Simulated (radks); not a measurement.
Problem. Successive ionisation energies (eV) of one element, from differences of total energies of ions in their ground configurations, starting at charge 22: 770.19, 812.94, 856.31, 900.31, 944.92, 990.13, 1047.8, 1094.7, 1142.2, 1190.3, 1373.0, 1421.0, 1469.3, 1517.9, 1631.0, 1682.1, 1814.7, 1866.2, 3157.1, 3271.5, 3387.4, 3504.8. Calculated with a radial shooting solver on a logarithmic mesh with Libxc functionals: Dirac Kohn-Sham, PBE, spin-unpolarised, spherical densities, finite nucleus; open shells fill j = l - 1/2 first; Fermi nuclear charge, rms radius 5.2516 fm. Which element is it?

Solution. Erbium (Z = 68). The first species listed is Er22+ in [Kr] 4d10, the last Er43+ in [Ar] 3d7.
